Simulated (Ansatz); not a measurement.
Relaxation of C2H6AlNOS (12 atoms, charge 0, multiplicity 1), to a largest force component of 0.02 eV/Å in at most 50 steps.

Theory: RKS PBE0-D4/cc-pVDZ in Ansatz.

```xyz
12
Properties=species:S:1:pos:R:3:forces:R:3
C -1.258 -1.621 -0.763 -2.36 2.52 0.56
S -0.272 -0.546 -1.854 0.55 0.48 -0.06
Al 0.613 0.650 -0.159 2.28 -1.96 -0.13
N 2.315 0.040 0.700 -3.16 0.27 0.97
C -0.232 2.280 0.472 -0.85 1.06 0.30
O -1.263 2.687 -0.043 0.44 -0.20 0.19
H -1.859 -2.281 -1.399 0.09 -0.16 0.07
H -0.634 -2.141 -0.081 0.62 -0.97 0.84
H -2.013 -0.924 -0.163 1.29 -1.59 -1.02
H 2.487 -0.881 0.279 0.14 -0.03 0.16
H 1.981 -0.177 1.717 1.00 0.39 -1.95
H 0.214 2.857 1.328 -0.04 0.19 0.07
```

Question: Where does it end, and by what steps?

Answer: The forces met the threshold. The force dipped under the threshold on the way, but the program's further checks kept it going. After 34 steps the energy has fallen by 1.062 eV; H9 moved furthest, 1.63 Å.

| step | energy less start (eV) | largest force component (eV/Å) | accepted |
| --- | --- | --- | --- |
| 0 | 0.0000 | 3.157 | yes |
| 2 | -0.4460 | 2.880 | no |
| 4 | -0.7657 | 1.368 | yes |
| 6 | -0.8387 | 0.383 | no |
| 8 | -0.8868 | 0.058 | yes |
| 10 | -0.8890 | 0.075 | yes |
| 12 | -0.8909 | 0.026 | yes |
| 14 | -0.8911 | 0.738 | no |
| 16 | -0.9027 | 0.412 | yes |
| 18 | -0.9329 | 0.571 | yes |
| 20 | -0.9829 | 0.298 | yes |
| 22 | -1.0245 | 0.403 | yes |
| 24 | -1.0557 | 0.248 | yes |
| 26 | -1.0594 | 0.047 | yes |
| 28 | -1.0604 | 0.069 | yes |
| 30 | -1.0607 | 0.086 | yes |
| 32 | -1.0618 | 0.025 | yes |
| 34 | -1.0620 | 0.018 | yes |

```xyz
12
Properties=species:S:1:pos:R:3
C -0.991 -1.884 -0.957
S -1.436 -0.108 -1.071
Al 0.137 0.756 0.190
N 1.338 -0.294 0.989
C 0.148 2.767 0.392
O -0.733 3.386 -0.172
H -1.684 -2.428 -1.613
H 0.035 -2.068 -1.305
H -1.111 -2.262 0.069
H 1.370 -1.307 0.938
H 2.092 0.040 1.581
H 0.911 3.346 0.993
```

Whether the end is a true minimum wasn't checked by a vibrational analysis.

Time of the run: 60 s on 2 threads of AMD EPYC 9R45 96-Core Processor (Zen 5), on a shared host, peak memory 0.33 GiB.
